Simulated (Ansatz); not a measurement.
Program: Ansatz. Geometries: PBE0-D4/def2-TZVP. ΔE: electronic, gas phase. CBS: MP2 limit from def2 TZ/QZ plus the TZ coupled-cluster correction, frozen cores. Functionals use def2-TZVPP. For Ga outer-core shells are correlated without core-valence functions, which leaves a few kJ/mol of doubt a bond. Scalar relativity is left out up to krypton. Each species was taken in one conformer, which may not be the lowest.

Reaction (substitution at a C–C bond): `CCC(C)(O)CC` + `[NH2][GaH2]` → `CC[NH][GaH2]` + `CCC(C)O`

Problem. Is it downhill or uphill in electronic energy at CCSD(T)/CBS, and by how much? (Best estimate.)

Solution. The calculation gave: Uphill: ΔE = +10.3 kcal/mol.

Problem. What do these levels give: revPBE-D4, BLYP-D4, ωB97X-V, B2PLYP, BHLYP, CAM-B3LYP, LC-ωPBE, HF/def2-SVP, SCS-MP2/def2-TZVPP, CCSD(T)/def2-TZVPP, HF/CBS(def2), CCSD/CBS(def2)? (Estimate.)

Solution. Computed: revPBE-D4 8.3, BLYP-D4 7.2, ωB97X-V 9.8, B2PLYP 7.6, BHLYP 6.8, CAM-B3LYP 7.2, LC-ωPBE 8.6, HF/def2-SVP 4.7, SCS-MP2/def2-TZVPP 9.7, CCSD(T)/def2-TZVPP 10.1, HF/CBS(def2) 5.7, CCSD/CBS(def2) 9.8 kcal/mol.

Largest T1 diagnostic among the species: 0.014.

From PBE to PBE0 (25 % exact exchange), in def2-TZVPP and without D4, ΔE moves by +1.1 kcal/mol. At CCSD(T), def2-SVP lies −1.5 kcal/mol from the extrapolated value and def2-TZVPP −0.3 kcal/mol. In def2-TZVPP, CCSD(T) changes the Hartree–Fock value by +4.3 kcal/mol (the triples alone add +0.5 kcal/mol) and MP2 by +5.4 kcal/mol.
